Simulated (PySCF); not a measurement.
**Magnetisability: `C[C@H]([SiH2][AsH2])C1CC1`, C5H13AsSi**

Cartesian coordinates in Å; atom numbers follow the order of the lines, from 1:
```xyz
20

C    -0.322    0.404    1.959
C    -0.142   -0.403    0.677
Si    1.717   -0.639    0.277
As    2.596    1.486   -0.082
C    -0.812    0.297   -0.480
C    -2.268    0.088   -0.767
C    -1.230   -0.480   -1.689
H     0.171    1.376    1.870
H     0.109   -0.124    2.808
H    -1.378    0.582    2.163
H    -0.619   -1.377    0.813
H     1.823   -1.583   -0.849
H     2.354   -1.297    1.433
H     3.967    0.947   -0.342
H     2.310    1.435   -1.553
H    -0.423    1.301   -0.652
H    -2.858    0.924   -1.110
H    -2.815   -0.598   -0.136
H    -1.111   -0.034   -2.665
H    -1.075   -1.548   -1.678
```

Method: GIAO HCTH407/STO-3G magnetisability, rotational g tensor and spin-rotation constants, non-relativistic, gas phase (PySCF 2.14.0). Geometry: GFN2-xTB.

The calculation is non-relativistic, which matters for the atoms heavier than Zn.

What are the magnetisability and the molar susceptibility?

Isotropic -1913 × 10⁻³⁰ J/T², or -115.2 × 10⁻⁶ cm³/mol; principal values -1993, -1881, -1866 × 10⁻³⁰ J/T², anisotropy 120 × 10⁻³⁰ J/T² (root of half the summed squared differences of the principal values). The susceptibility is in cgs units.

Split it along the inertial axes a, b, c into diamagnetic and paramagnetic parts about the centre of mass, with the quadrupole moment.


```tsv
axis	χ (10⁻⁶ cm³/mol)	diamagnetic (10⁻⁶ cm³/mol)	paramagnetic (10⁻⁶ cm³/mol)	summed x² of all electrons (Å²)	quadrupole Θ (D Å)
a	-113.3	-684.7	571.4	329.3	-0.81
b	-118.8	-1680.1	1561.2	94.7	+1.87
c	-113.6	-1798.7	1685.2	66.7	-1.06
```
Anisotropies 2χaa − χbb − χcc = +5.8 and 2χbb − χaa − χcc = -10.8 × 10⁻⁶ cm³/mol. Θ is traceless in Buckingham's convention.

And the rotational g tensor?


| axis | rotational constant (GHz) | g | nuclear part | electronic part |
| --- | --- | --- | --- | --- |
| a | 2.2900 | +0.0060 | 0.6208 | -0.6148 |
| b | 0.7396 | +0.0033 | 0.5457 | -0.5424 |
| c | 0.6923 | +0.0019 | 0.5501 | -0.5481 |

Asymmetric top; isotopes 75As, 12C, 1H, 28Si; no vibrational averaging.
